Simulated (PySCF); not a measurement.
Two structures of SiH2Cl2O, closed shell, reached by relaxing down either side of one saddle point (PBE0-D4/def2-TZVP). Energies are electronic, without zero-point energy. PySCF 2.14 with density fitting (its default auxiliary sets; JK sets also for MP2 and CCSD(T)); basis: def2-TZVPP and def2-QZVPP; cores frozen in the correlated methods. Extrapolation: Hartree–Fock as exp(−7.88 √X), correlation as X^−2.97. First:

Si1  (0.426, -1.120, -0.533)
Cl2  (0.726, 0.518, -1.881)
Cl3  (-1.715, -1.157, -0.450)
H4  (-0.565, 0.326, 1.266)
O5  (0.371, 0.285, 1.016)
H6  (0.576, 1.127, 0.580)
(Å)

Second:

| atom | x (Å) | y (Å) | z (Å) |
| --- | --- | --- | --- |
| Si1 | 0.0522 | -0.3305 | 0.1736 |
| Cl2 | 1.3849 | -0.8560 | -1.2813 |
| Cl3 | -1.7865 | -0.9977 | -0.4111 |
| H4 | 0.4288 | -0.9591 | 1.4445 |
| O5 | 0.0456 | 1.2730 | 0.4116 |
| H6 | -0.1801 | 1.8560 | -0.3157 |

**Question.** Which bonds change from the first to the second?

**Answer.** SiCl₂ + H₂O → SiH₂Cl₂O ([OH][SiH]([Cl])[Cl]); bonds formed: Si1–H4; dative contacts that become bonds: Si1–O5; bonds broken: H4–O5.

**Question.** Give the saddle point's structure and its height above each. (To be estimated.)

**Answer.** The calculation gives: 134.1 kJ/mol above the first and 337.5 kJ/mol above the second (CCSD(T) at an estimated basis limit (MP2 extrapolated from triple and quadruple zeta, plus CCSD(T) − MP2 in triple zeta)).
```
6
angstrom
Si 0.0986 -0.7770 0.0501
Cl 1.7644 -1.0884 -1.1154
Cl -1.4989 -0.7223 -1.2684
H -0.0478 0.0711 1.4374
O 0.2169 0.9752 0.5688
H -0.5331 1.5413 0.3275
```

The T1 diagnostic stays at or below 0.014. The restricted Hartree–Fock reference is unstable towards an unrestricted one at one or more of these structures.

Losses and insertions of silylenes and their heavier kin drive the gas-phase chemistry of silicon and germanium vapour deposition.

Labels in which every atom is bracketed show which atoms are joined, not bond orders.

For scale, one of the runs: CCSD(T)/def2-TZVPP, 185 basis functions, launched by `OMP_NUM_THREADS=4 python run.py`. Hardware: 4 CPU threads of an AMD EPYC, shared host. Wall time 12 min; peak host memory 2.1 GiB.
